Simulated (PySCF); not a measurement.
A structure optimised at PBE-D3(BJ)/def2-SVP, used in a PySCF frequency run:

```xyz
12

C      3.4359    -0.1093     0.0000
C      2.1205    -0.0348     0.0000
C      0.8118     0.0794     0.0000
C     -0.2246     1.1864     0.0000
C     -1.2029     0.0007     0.0000
F     -1.9929    -0.1348    -1.0860
F     -1.9929    -0.1348     1.0860
O     -0.1588    -0.9550     0.0000
H      4.0171    -0.1453     0.9402
H      4.0171    -0.1453    -0.9402
H     -0.2677     1.8111     0.9117
H     -0.2677     1.8111    -0.9117
```

### Question
Write its SMILES, formula and point group.

### Answer
C=C=C1CC(F)(F)O1, C5H4F2O, Cs

### Question
What are its rotational constants (standard atomic weights)?

### Answer
5.7941, 1.1393, 1.1159 GHz
